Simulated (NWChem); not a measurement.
Isomers of C3H8N2Si, each optimised at PBE0/def2-SVP with NWChem, gas phase unless a solvent is named. Flexible species stand in one conformer each, which need not be the lowest.  Relative energies count from the lowest isomer at each level and are electronic, without zero-point energy, on those geometries.

A: C1[Si@](CN=1)(C)N
B: C=C1CN[Si@H]1N
C: CC#C[SiH](N)N

Problem. Which isomer is lowest, and do the levels agree? Levels: PBE0/def2-SVP; PBE/def2-SVP; B3LYP/def2-SVP; M06-2X/def2-SVP; CAM-B3LYP/def2-SVP; TPSSh/def2-SVP; PBE0/def2-SVP.

Solution. All put C lowest.
```tsv
quantity	A	B	C
relative energy, PBE0/def2-SVP (kcal/mol)	9.3	0.8	0.0
relative energy, PBE/def2-SVP (kcal/mol)	8.2	1.2	0.0
relative energy, B3LYP/def2-SVP (kcal/mol)	15.0	6.0	0.0
relative energy, M06-2X/def2-SVP (kcal/mol)	15.0	5.5	0.0
relative energy, CAM-B3LYP/def2-SVP (kcal/mol)	14.0	4.3	0.0
relative energy, TPSSh/def2-SVP (kcal/mol)	10.4	1.8	0.0
relative energy, PBE0/def2-SVP (kcal/mol)	9.3	0.8	0.0
```
